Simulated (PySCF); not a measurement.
## Electron correlation in Bi³⁺ (bismuth, charge +3)

[Xe] 4f14 5d10 6s2, closed-shell 1S. Computed with PySCF 2.14 in x2c-TZVPPall with one added diffuse shell each of s, p, d, f type (12s8p7d4f, 99 functions), with scalar relativity by spin-free X2C-1e. Frozen: [Xe] 4f14 5d10; 2 electrons correlated.

With two correlated electrons CCSD is exact within the correlated space (frozen core and kept virtual orbitals).

| level | correlation energy (mhartree) |
| --- | --- |
| CCSD | -27.41 |

Diagnostics: T1 = 0.0014, D1 = 0.0020, largest double amplitude 0.075.

Cost of the coupled-cluster step: of the order of 4 core-seconds, for 2 correlated electrons.
